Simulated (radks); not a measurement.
Results of a calculation; reference values are marked as such.
Species: neutral manganese. Configuration: [Ne] 3s2 3p4 3d5 4s2 5s2 (not the ground configuration). Code: a radial shooting solver on a logarithmic mesh with Libxc functionals. Model: non-relativistic Kohn-Sham, OLYP, spin-polarised, spherical densities, point nucleus; open shells are filled with parallel spins first.

Radial electron density D(r) = 4 pi r^2 rho(r):

```
   r/bohr * D(r) (the largest magnitude, 32.1, reaches the edge; | marks zero)
 0.006497 |      *
 0.008735 |          *
  0.01165 |                *
  0.01566 |                         *
  0.02106 |                                  *
  0.02831 |                                            *
  0.03776 |                                                 *
  0.05077 |                                                 *
  0.06826 |                                           *
  0.09105 |                                      *
   0.1224 |                                          *
   0.1646 |                                                    *
   0.2213 |                                                      *
   0.2951 |                                        *
   0.3968 |                       *
   0.5335 |                    *
   0.7172 |                       *
   0.9566 |                 *
    1.286 |        *
    1.729 |   *
    2.325 | *
    3.101 |*
    4.169 |*
    5.605 |*
    7.475 |*
    10.05 *
    13.51 *
    18.17 *
```

D(r) has 4 maxima, at r = 0.0429, 0.198, 0.706, 5.93 bohr, and minima at 0.0948, 0.481, 4.04 bohr, inside which lie 2.12, 10.77, 23.08 electrons.
